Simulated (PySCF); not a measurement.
B(Me)(NCO)2 (C3H3BN2O2), SMILES CB(N=C=O)N=C=O.

Geometry: PBE0-D3(BJ)/def2-SVP. The values are those of a single conformer.

Level of theory: TDA-CAM-B3LYP/def2-SVPD (PySCF).

Vertical excitations. 

```tsv
state	energy (eV)	λ (nm)	f	main pairs
S1	5.60	221	0.000	HOMO→LUMO 94 %
S2	5.67	219	0.003	HOMO−1→LUMO 94 %
S3	6.59	188	0.317	HOMO−2→LUMO 82 %
S4	7.43	167	0.070	HOMO−3→LUMO 66 %, HOMO−1→LUMO+4 10 %
S5	7.61	163	0.012	HOMO→LUMO+1 77 %, HOMO−1→LUMO+2 16 %
S6	7.69	161	0.010	HOMO−1→LUMO+1 74 %, HOMO→LUMO+2 21 %
S7	7.89	157	0.000	HOMO−2→LUMO+1 79 %
S8	8.22	151	0.006	HOMO−4→LUMO 37 %, HOMO→LUMO+7 15 %, HOMO−2→LUMO+4 11 %, HOMO−2→LUMO+5 6 %
S9	8.23	151	0.002	HOMO−2→LUMO+4 42 %, HOMO−3→LUMO+5 11 %, HOMO−4→LUMO 10 %, HOMO−2→LUMO+3 7 %
S10	8.44	147	0.001	HOMO−2→LUMO+2 44 %, HOMO−3→LUMO+1 38 %
T1	5.42	229	0	HOMO−1→LUMO 88 %
T2	5.45	228	0	HOMO→LUMO 88 %
T3	5.52	225	0	HOMO−2→LUMO 92 %
T4	6.25	198	0	HOMO−3→LUMO 80 %, HOMO−2→LUMO+7 13 %
```
Triplets are in the Tamm–Dancoff approximation.
